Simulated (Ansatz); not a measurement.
Problem. Name a neutral molecule of C, N, Sn and H with HOMO–LUMO gap (ωB97M-V/def2-TZVPP) between 10.35 and 10.65 eV and LUMO energy (B3LYP/def2-TZVPP) between -1.05 and -0.75 eV (Ansatz, PBE0-D4/def2-TZVP geometry).

Solution. `C=[N][SnH3]` (10.38 eV, -0.82 eV); `C[C](=N)[SnH3]` (10.49 eV, -0.75 eV). Other molecules can fit too; these were computed, each in one conformer that needn't be the lowest.

B3LYP here is the variant with VWN-RPA as its local correlation; programs differ in this.
